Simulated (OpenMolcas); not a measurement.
Kr2+: effect of the level shift or regulariser

```
Program             : OpenMolcas
Basis               : ANO-RCC-VTZP [6s5p3d1f]
Scalar Hamiltonian  : DKH2, point nucleus
Active space        : 4 electrons in 3 orbitals (4p)
State averaging     : 2S+1 = 3 even, 3 roots; 2S+1 = 1 even, 6 roots
Spin-orbit coupling : RASSI with atomic mean-field integrals over the reference wave functions, term energies averaged over their components
```

Methods on the same reference wave functions:
A. CASSCF
B. SS-CASPT2, IPEA 0.25 Eh, imaginary shift 0.1 Eh (closed shells correlated: 3d 4s)
C. SS-CASPT2, IPEA 0.25 Eh, real shift 0.2 Eh (closed shells correlated: 3d 4s)
D. SS-CASPT2, IPEA 0.25 Eh, sigma2 regulariser 0.3 Eh (closed shells correlated: 3d 4s)

Energies in eV above 4s² 4p⁴ ³P₂, the measured ground level; measured values from Saloman, J. Phys. Chem. Ref. Data 36, 215 (2007).

| Level | A | B | C | D | Measured |
| --- | --- | --- | --- | --- | --- |
| 4s² 4p⁴ ³P₂ | 0.0000 | 0.0000 | 0.0000 | 0.0000 | 0.0000 |
| 4s² 4p⁴ ³P₁ | 0.5058 | 0.513 | 0.513 | 0.513 | 0.5639 |
| 4s² 4p⁴ ³P₀ | 0.6325 | 0.623 | 0.623 | 0.623 | 0.6587 |
| 4s² 4p⁴ ¹D₂ | 2.1174 | 1.865 | 1.867 | 1.865 | 1.8157 |
| 4s² 4p⁴ ¹S₀ | 4.8404 | 4.259 | 4.265 | 4.259 | 4.1013 |

Deviations, from unrounded energies. A percentage is the sum of absolute deviations over the sum of measured energies, with the sign that they share, or ± where signs differ.

```json
{"Against measurement": "mean absolute deviation (cm-1)", "Levels": "4", "A": "2300", "B": "590", "C": "610", "D": "590"}
{"Against measurement": "fine structure of the ground term (%)", "Levels": "2", "A": "-6.9", "B": "-7.1", "C": "-7.1", "D": "-7.1"}
{"Against measurement": "other terms of the ground configuration (%)", "Levels": "2", "A": "+17.6", "B": "+3.5", "C": "+3.6", "D": "+3.5"}
```

B, C, D lie about equally close to measurement and A furthest from it. The largest miss of D in the table is 4s² 4p⁴ ¹S₀, by +1300 cm-1. The ranking rests on the paired levels alone, and a cruder setting can come out closer through cancelling errors.

Among B to D the level of the table that moves most is 4s² 4p⁴ ¹S₀, by 49 cm-1 (lowest in D, highest in C). Moves below CASPT2's spread within the term are not significant.

The mean deviations of B to D differ by less than CASPT2's widest spread within a term (150 cm-1), so their order carries little weight.

From A to B the spin-free energies of the other terms of 4s² 4p⁴ shown, above ³P, scale by factors of 0.85 to 0.86.

The lowest spin-free term lies below A's lowest term by 0.176 hartree in B, 0.176 hartree in C, 0.176 hartree in D.

Term energies are means over components that CASPT2 splits; among the terms shown or strongly mixed into the levels shown the widest spread is 150 cm-1 (4s² 4p⁴ ¹D, D). With the s shell closed, the reference lacks s² → p² mixing. Measured partners are found by configuration, term and J. A level has none where our copy of the source lacks it or the pairing is in doubt (some pairs that miss far off the trend of their configuration count as doubtful), and it then counts in no deviation. Only configurations of the active space appear.
